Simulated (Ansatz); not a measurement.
Reaction (cleavage of the Al–Si bond): `[OH][Al]([SiH3])[Cl]` + HCl → `[OH][Al]([Cl])[Cl]` + SiH₄

Gas-phase electronic energies from Ansatz, PBE0-D4/def2-TZVP geometries. CCSD(T)/CBS is the MP2 limit (def2-TZVPP, def2-QZVPP) plus CCSD(T) − MP2 in def2-TZVPP, frozen cores. This one scheme is used for every species. Functionals use def2-TZVPP. HSE06 is defined as in plane-wave codes. Each species was taken in one conformer, which may not be the lowest.

```
   level  ΔE (eV)
  B97M-V    -1.52
HSE06-D4    -1.38
```

Q: What does CCSD(T)/CBS give? (Estimate.)

A: Computed: -1.51 eV. The listed levels differ from it by -0.01, 0.13 eV.

Largest T1 diagnostic among the species: 0.012.

In def2-TZVPP, CCSD(T) changes the Hartree–Fock value by +0.23 eV (the triples alone add +0.02 eV) and MP2 by +0.12 eV. From PBE to PBE0 (25 % exact exchange), in def2-TZVPP and without D4, ΔE moves by −0.08 eV. Leaving LDA and LC-ωPBE aside and taking each functional with its dispersion term where it has one, the values, not all of them listed here, spread over 0.27 eV, from BHLYP-D4 to PBE-D4.
